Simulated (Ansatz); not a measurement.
Reaction (hydrogenolysis of a C–F bond): `FC(F)=[CH][AlH2]` + H₂ → `F/C=[CH]/[AlH2]` + H–F

Computed with Ansatz on PBE0-D4/def2-TZVP structures; ΔE is electronic, products minus reactants. CBS: MP2 limit from def2 TZ/QZ plus the TZ coupled-cluster correction, frozen cores. This one scheme is used for every species. Functionals use def2-TZVPP. HSE06 is defined as in plane-wave codes.

| level | ΔE (kcal/mol) |
| --- | --- |
| r2SCAN-D4 | -12.9 |
| HSE06-D4 | -15.4 |
| CCSD/def2-TZVPP | -18.3 |
| MP2/CBS(def2) | -19.6 |

**Question.** What does CCSD(T)/CBS give? (Best estimate.)

**Answer.** Ansatz gave: -19.0 kcal/mol. The listed levels differ from it by 6.1, 3.6, 0.7, -0.6 kcal/mol.

Largest T1 diagnostic among the species: 0.012.

At CCSD(T), def2-SVP lies +6.3 kcal/mol from the extrapolated value and def2-TZVPP +1.4 kcal/mol. From BLYP to BHLYP (50 % exact exchange), in def2-TZVPP and without D4, ΔE moves by −1.9 kcal/mol.
